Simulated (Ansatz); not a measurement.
Relaxation of Cl2H3Sn (6 atoms, charge 0, multiplicity 2), to a largest force component of 0.03 eV/Å in at most 50 steps.

These are results of Ansatz 0.2.0, UKS B3LYP-D4/def2-SVP, not measurements.

```xyz
6
Properties=species:S:1:pos:R:3
Sn -0.120 0.209 -0.053
H -0.235 0.409 2.877
H 1.575 0.123 -0.428
Cl -1.031 1.787 -1.612
H -0.893 -1.303 -0.427
Cl 0.391 -0.679 3.332
```

Problem. Where does it end, and by what steps?

Solution. The forces met the threshold. After 12 steps the energy has fallen by 0.075 eV; H2 moved furthest, 0.73 Å.

| step | energy less start (eV) | largest force component (eV/Å) | accepted |
| --- | --- | --- | --- |
| 0 | 0.0000 | 0.890 | yes |
| 1 | -0.0236 | 0.778 | yes |
| 2 | -0.0472 | 0.152 | yes |
| 3 | 0.0131 | 0.952 | no |
| 4 | -0.0563 | 0.040 | yes |
| 5 | -0.0595 | 0.143 | yes |
| 6 | -0.0640 | 0.154 | yes |
| 7 | -0.0671 | 0.250 | yes |
| 8 | -0.0710 | 0.085 | yes |
| 9 | -0.0725 | 0.094 | yes |
| 10 | -0.0741 | 0.067 | yes |
| 11 | -0.0745 | 0.049 | yes |
| 12 | -0.0749 | 0.008 | yes |

```xyz
6
Properties=species:S:1:pos:R:3
Sn -0.216 0.374 -0.175
H -0.158 0.273 3.585
H 1.513 0.241 -0.346
Cl -0.926 1.605 -2.113
H -0.965 -1.189 -0.346
Cl 0.438 -0.757 3.083
```

The run took 30 s on 2 threads of Arm Neoverse V2, with other jobs on the host, peak memory 0.23 GiB.
